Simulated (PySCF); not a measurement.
A species of formula C6H13NO2 has this rotational fingerprint, computed with PBE0/pcSseg-1 in PySCF (dipole) on a GFN2-xTB geometry, gas phase:

```
Rotational constants : A = 2473, B = 1008, C = 886.1 MHz
Dipole components    : |μa| = 0.45 D, |μb| = 2.81 D, |μc| = 0.34 D
Inertial defect      : -135.44 u·Å²
κ                    : -0.85
```

Problem. Which candidate fits, each taken in the one conformer that was computed?
A. `[CH3:1][O:2][C@@H:3]([CH3:4])[C:5](=[O:6])[N:7]([CH3:8])[CH3:9]` with C1–O2–C3–C4 171°, O2–C3–C5–O6 134°, C3–C5–N7–C8 2°
B. `[CH3:1][CH2:2][O:3][CH2:4][C:5](=[O:6])[N:7]([CH3:8])[CH3:9]` with C1–C2–O3–C4 -179°, C2–O3–C4–C5 65°, O3–C4–C5–O6 -125°, C4–C5–N7–C8 3°

Solution. B. It is CCOCC(=O)N(C)C, an asymmetric top, point group C1. The candidates at the same level (rigid rotor, commonest isotopes):

```json
{"SMILES": "CO[C@@H](C)C(=O)N(C)C", "A (MHz)": "2078", "B (MHz)": "1246", "C (MHz)": "1168", "μa (D)": "0.06", "μb (D)": "2.53", "μc (D)": "1.22", "Δ (u·Å²)": "-216.02", "point group": "C1", "rotor": "asymmetric top"}
{"SMILES": "CCOCC(=O)N(C)C", "A (MHz)": "2473", "B (MHz)": "1008", "C (MHz)": "886.1", "μa (D)": "0.45", "μb (D)": "2.81", "μc (D)": "0.34", "Δ (u·Å²)": "-135.44", "point group": "C1", "rotor": "asymmetric top"}
```

`CO[C@@H](C)C(=O)N(C)C` has C 32 % too high. No structure here is proved a minimum.
